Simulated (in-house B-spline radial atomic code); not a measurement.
**RPA and G0W0 on PBE0: S6+**

Configuration [He] 2s2 2p6, mean-field start PBE0. Computed with a B-spline radial code for spherical atoms: all electrons, non-relativistic, point nucleus, each spin shell either full or empty, empty states to l = 9 with an (l + 1/2)⁻⁴ tail; G0W0 by contour deformation at full frequency.

Command:
```bash
python run_gw.py task.json out
```
Settings (radii: box in bohr, nucleus in fm):
```
Z                        16
electrons                10
configuration            [He] 2s2 2p6
hamiltonian              nr
method                   pbe0
lmax                     9
spin_polarised           False
box_radius               9.29
intervals                47
```

Run time, properties included: 0.8 s on 1 thread of Arm Neoverse N1, with other jobs on the host.

Energies (hartree):

| term | value |
| --- | --- |
| mean-field total | -387.82378 |
| Hartree-Fock functional on these orbitals | -387.56149 |
| direct second order | -0.65401 |
| second-order exchange | 0.23146 |
| SOSEX correction | 0.21866 |

Task: What is the RPA correlation energy, and what remains with SOSEX?

Result: RPA gives -0.60297 hartree (-1.64 eV per electron); RPA + SOSEX gives -0.38431, and the second-order doubles -0.42255 hartree (no singles). RPA lacks exchange-type terms and so overcorrelates at short range.

Quasi-particle levels (eV):

```json
{"level": "2p", "occupied": "yes", "mean field": "-264.57", "Σx - vxc": "-18.48", "Σc": "?", "QP weight": "?", "G0W0": "?"}
{"level": "2s", "occupied": "yes", "mean field": "-320.20", "Σx - vxc": "-24.99", "Σc": "4.52", "QP weight": "0.973", "G0W0": "-340.66"}
{"level": "1s", "occupied": "yes", "mean field": "-2530.79", "Σx - vxc": "-79.05", "Σc": "25.68", "QP weight": "0.914", "G0W0": "-2584.16"}
{"level": "3s", "occupied": "no", "mean field": "-92.81", "Σx - vxc": "5.69", "Σc": "-0.64", "QP weight": "0.998", "G0W0": "-87.75"}
```

G0W0 = mean field + (Σx - vxc) + Σc, with Σc (partial-wave tail included) taken at the quasi-particle energy.

Task: Where does G0W0 put 2p?

Result: At -281.12 eV, with Σc = 1.93 eV and a quasi-particle weight of 0.980. The tabulated removal energy is 280.954 ± 0.007 eV (NIST, measured); the calculation leaves out relativity, Breit and QED terms, and what these don't explain is the method's own error.
